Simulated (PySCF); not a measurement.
CH$_{2}$O$_{2}$Si, SMILES `O=C[Si]O` (lower singlet; O–C–Si–O torsion 95°, C–Si–O–H torsion 8°), neutral singlet in the gas phase. This singlet lies 1.20 eV below the relaxed triplet at the level frozen-core CCSD(T)/cc-pVTZ // PBE0-D3(BJ)/def2-TZVP (Ansatz).

Cartesian coordinates (Å):
SMILES: O=C[Si]O
```xyz
6

O     -1.1655     0.3211    -1.3753
C     -0.9728     0.1240    -0.1757
Si     0.2281    -1.2475    -0.7697
O      1.6612    -0.4151    -0.7508
H     -1.4981     0.7505     0.5701
H      1.7471     0.4670    -0.3842
```
Charge 0, multiplicity 1.

All levels are single points at this geometry (PBE0-D3(BJ)/def2-TZVP); Pople sets use spherical d functions. Orbital energies aren't observables, and empty levels follow the basis.

```
level                           HOMO (eV)  LUMO (eV)  gap (eV)  dipole (D)  vertical IE, Delta-SCF (eV)
------------------------------  ---------  ---------  --------  ----------  ---------------------------
PBE0-D3(BJ)/def2-TZVP in PySCF      -6.76      -2.01      4.75        3.01                            –
B3LYP/3-21G in PySCF                -6.33      -1.87      4.46        3.45                            –
BP86/6-31G* in PySCF                -5.52      -2.98      2.54        3.14                            –
PBE/6-31G* in PySCF                 -5.40      -2.90      2.50        3.15                         8.73
SVWN5/6-31G* in PySCF               -5.47      -3.14      2.32        3.23                         8.87
HF/3-21G in PySCF                   -9.40       2.46     11.87        3.63                            –
```
